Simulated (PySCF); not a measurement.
Bonds: Al1-C2, Al1-C6, Al1-C10, C10-C11, C10-C15, C11-C12, C12-C13, C13-C14, C14-C15. C2 carries H3, H4, H5; C6 carries H7, H8, H9; C11 carries H16; C12 carries H17; C13 carries H18; C14 carries H19; C15 carries H20.

Geometry: PBE0-D3(BJ)/def2-SVP; GIAO shifts from PySCF 2.14, gas phase, non-relativistic, averaged over equivalent atoms.

At B3LYP/pcSseg-1 (pcSseg-2 on Al) (234 basis functions):
```tsv
atoms	δ (ppm)
Al1	313.0
C10	150.2
C11/C15	144.5
C13	137.1
C12/C14	133.6
C2/C6	-10.9
H16/H20	7.73
H18	7.38
H17/H19	7.33
H3/H4/H5/H7/H8/H9	0.00
```

δ = σ(ref) − σ, references computed at the same level: ²⁷Al (σ = 571.15 ppm) against [Al(H2O)6]3+; ¹³C (σ = 179.24 ppm) and ¹H (σ = 31.38 ppm) against TMS.

Estimate the result of repeating the calculation with PBE0/pcSseg-1 (pcSseg-2 on Al).

Answers


| atoms | δ at PBE0/pcSseg-1 (pcSseg-2 on Al) | change |
| --- | --- | --- |
| Al1 | 304.9 | -8.1 |
| C10 | 148.3 | -1.9 |
| C11/C15 | 144.1 | -0.4 |
| C13 | 136.7 | -0.4 |
| C12/C14 | 133.1 | -0.5 |
| C2/C6 | -10.5 | +0.4 |
| H16/H20 | 7.87 | +0.14 |
| H18 | 7.53 | +0.15 |
| H17/H19 | 7.48 | +0.15 |
| H3/H4/H5/H7/H8/H9 | 0.02 | +0.02 |

References, each an isolated molecule treated in the same way: ²⁷Al (σref 576.18) vs [Al(H2O)6]3+; ¹³C (σref 184.41), ¹H (σref 31.27) vs TMS.

The largest change is at Al1 (aluminium bonded to 3 C). Cost: 234 basis functions. The order of the carbon signals is the same at both levels.
